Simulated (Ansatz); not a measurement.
# Nudged elastic band run: CH5GeNOS

The input (input.yaml):

```yaml
crystal:
  periodic: [false, false, false]
  atoms:
    - { symbol: O, position_ang: [0.440025, -1.561445, 0.498116] }
    - { symbol: C, position_ang: [0.309715, -0.438554, 0.932814] }
    - { symbol: S, position_ang: [0.620524, -0.019087, 2.666666] }
    - { symbol: "N", position_ang: [-0.077776, 0.611033, 0.176634] }
    - { symbol: Ge, position_ang: [-0.429121, 0.308434, -1.635864] }
    - { symbol: H, position_ang: [0.951065, -1.287145, 2.983452] }
    - { symbol: H, position_ang: [-0.164714, 1.518763, 0.609746] }
    - { symbol: H, position_ang: [0.847267, -0.193067, -2.315461] }
    - { symbol: H, position_ang: [-0.830662, 1.698886, -2.151963] }
    - { symbol: H, position_ang: [-1.583222, -0.689019, -1.761239] }
basis:
  gaussian: { orbitals: def2-mTZVP }
hamiltonian:
  xc: pbe0
  dispersion: d4
neb:
  order_check: false
  images: 2
  f_tol: 0.05
  max_iterations: 60
  initial_path: idpp
  climbing: true
  final_atoms:
    - { symbol: O, position_ang: [-0.89542395, -1.08192587, 0.93582153] }
    - { symbol: C, position_ang: [0.06803327, -0.35202604, 1.01205131] }
    - { symbol: S, position_ang: [1.04032303, -0.17035387, 2.52875152] }
    - { symbol: "N", position_ang: [0.513563, 0.39975057, -0.01731865] }
    - { symbol: Ge, position_ang: [-0.410031, 0.30137618, -1.64152117] }
    - { symbol: H, position_ang: [0.26817318, -1.04234267, 3.20774436] }
    - { symbol: H, position_ang: [1.32306321, 0.98702315, 0.12128633] }
    - { symbol: H, position_ang: [0.36918953, 1.26777042, -2.54750562] }
    - { symbol: H, position_ang: [-1.85023535, 0.77393246, -1.42798597] }
    - { symbol: H, position_ang: [-0.34355393, -1.13440533, -2.16842262] }
```

Command:

```bash
$ ansatz run input.yaml --threads 2 --pin off --max-ram 3072MiB --backend cpu --events-out ev --progress --plain --runs-dir out
```

Output, in part (warnings, iteration lines, the closing report on the highest movable image, with atoms numbered from 0):

```
NEB end point (image 0): max|allowed force component| = 2.523e-3 eV/Å (the criterion of neb.relax_end_points is 1.000e-2)
NEB end point (image 3): max|allowed force component| = 1.492e-2 eV/Å (the criterion of neb.relax_end_points is 1.000e-2)
NEB iter   1: max|band force component| = 9.918e-1 eV/Å  barrier→ = 0.1585 eV  barrier← = 0.1585 eV  Δτ_max = 0.1537 Å  (112 SCF iters)
NEB iter   2: max|band force component| = 5.794e-1 eV/Å  barrier→ = 0.0813 eV  barrier← = 0.0813 eV  Δτ_max = 0.0487 Å  (66 SCF iters)
NEB iter   3: max|band force component| = 6.036e-1 eV/Å  barrier→ = 0.0831 eV  barrier← = 0.0831 eV  Δτ_max = 0.0243 Å  (66 SCF iters)
NEB iter   4: max|band force component| = 1.492e-1 eV/Å  barrier→ = 0.0688 eV  barrier← = 0.0688 eV  CI = image 2  Δτ_max = 0.0487 Å  (64 SCF iters)
NEB iter   5: max|band force component| = 1.073e-1 eV/Å  barrier→ = 0.0732 eV  barrier← = 0.0732 eV  CI = image 2  Δτ_max = 0.0487 Å  (64 SCF iters)
NEB iter   6: max|band force component| = 5.047e-2 eV/Å  barrier→ = 0.0773 eV  barrier← = 0.0773 eV  CI = image 2  Δτ_max = 0.0973 Å  (64 SCF iters)
NEB iter   7: max|band force component| = 7.069e-2 eV/Å  barrier→ = 0.0838 eV  barrier← = 0.0838 eV  CI = image 2  Δτ_max = 0.0487 Å  (62 SCF iters)
NEB iter   8: max|band force component| = 8.864e-2 eV/Å  barrier→ = 0.0857 eV  barrier← = 0.0857 eV  CI = image 2  Δτ_max = 0.0243 Å  (63 SCF iters)
NEB iter   9: max|band force component| = 8.261e-2 eV/Å  barrier→ = 0.0862 eV  barrier← = 0.0862 eV  CI = image 2  Δτ_max = 0.0243 Å  (58 SCF iters)
NEB iter  10: max|band force component| = 5.704e-2 eV/Å  barrier→ = 0.0863 eV  barrier← = 0.0862 eV  CI = image 2  Δτ_max = 0.0087 Å  (58 SCF iters)
NEB iter  11: max|band force component| = 3.284e-2 eV/Å  barrier→ = 0.0862 eV  barrier← = 0.0862 eV  CI = image 2  Δτ_max = 0.0000 Å  (109 SCF iters)
Total energy: -71995.24867569 eV, -2645.7765886993 hartree
Atom 0 at    -0.641494    -1.431185     0.882889 Å, force     0.000173    -0.004601    -0.014427 eV/Å
Atom 1 at    -0.021608    -0.407320     1.036104 Å, force    -0.000209     0.009556     0.032869 eV/Å
Atom 2 at     0.606447     0.105090     2.665448 Å, force    -0.002903    -0.000813    -0.005920 eV/Å
Atom 3 at     0.288115     0.480624     0.060678 Å, force     0.002950    -0.005366    -0.011587 eV/Å
Atom 4 at    -0.187545     0.246419    -1.734641 Å, force    -0.000945     0.002135     0.000787 eV/Å
Atom 5 at     0.096493    -0.982748     3.276688 Å, force     0.000543    -0.000062     0.000246 eV/Å
Atom 6 at     0.812305     1.297586     0.341016 Å, force     0.001390    -0.000592    -0.002018 eV/Å
Atom 7 at     1.119819     0.245648    -2.541738 Å, force    -0.001101     0.000679    -0.000411 eV/Å
Atom 8 at    -1.040633     1.461251    -2.130436 Å, force    -0.000048    -0.000564     0.000631 eV/Å
Atom 9 at    -0.948798    -1.066566    -1.853107 Å, force     0.000150    -0.000371    -0.000170 eV/Å
Dipole moment:     0.174094     0.404303    -0.300304 e Å
```

It converged. Another band between the same ends (5 images) ends at a top of the same energy, where a vibrational analysis finds 1 clearly imaginary mode. So few images can step over the top or miss a turn of the path.

Final band (atoms are numbered from 1 in the order of the input):

```csv
image,path coordinate (Å),energy (eV),dihedral C2–N4–Ge5–H10 (°)
0,0.00,0.000,62
1,0.96,0.046,31
2,1.92,0.086,0
3,3.79,0.000,-61
```

Time of the run: 2.2 min on 2 threads of Arm Neoverse V1 (shared host), peak memory 0.35 GiB.
